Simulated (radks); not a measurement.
The numbers below are computed, except where a source is named.
Sc7+, configuration [Ne] 3s2 3p2 (the NIST ground configuration).

Level of theory: scalar-relativistic Kohn-Sham, PBE, spin-polarised, spherical densities, point nucleus; open shells are filled with parallel spins first (a radial shooting solver on a logarithmic mesh with Libxc functionals).

Energy parts (eV):
part                      energy
total                 -20333.508
kinetic                20496.991
electron-nucleus      -46410.494
Hartree                 6534.375
exchange-correlation    -954.381

Orbitals (lengths in bohr, moments of r in powers of bohr; <r^-3> diverges for s and p1/2):
| orbital | occ. | eigenvalue (eV) | <1/r> | <r^-3> | <r^4> |
|---|---|---|---|---|---|
| 1s up | 1 | -4539.913 | 20.77 | - | 0.0001325 |
| 1s down | 1 | -4539.024 | 20.77 | - | 0.0001324 |
| 2s up | 1 | -610.2341 | 4.318 | - | 0.03357 |
| 2s down | 1 | -609.4341 | 4.318 | - | 0.03335 |
| 2p up | 3 | -525.2118 | 4.223 | 226.4 | 0.02723 |
| 2p down | 3 | -524.0847 | 4.223 | 226.2 | 0.02705 |
| 3s up | 1 | -171.0262 | 1.467 | - | 1.680 |
| 3s down | 1 | -166.0335 | 1.464 | - | 1.725 |
| 3p up | 2 | -147.6677 | 1.383 | 35.35 | 1.978 |
| 3p down | 0 | -142.8205 | 1.378 | 35.24 | 2.053 |

The highest occupied level is 3p up at -147.67 eV. Summed over all electrons, <r^2> = 5.358 bohr^2, which gives a Langevin (diamagnetic) susceptibility term of -4.24 x 10^-6 cm^3/mol. For comparison, the ionisation energy in NIST's Atomic Spectra Database is 158.1 eV (semi-empirical). In exact Kohn-Sham theory the highest level is minus the ionisation energy, but local and semilocal functionals leave it too shallow, through self-interaction and a potential that decays too fast; potentials with the right tail come closer. Spin moment in Bohr magnetons: 2.
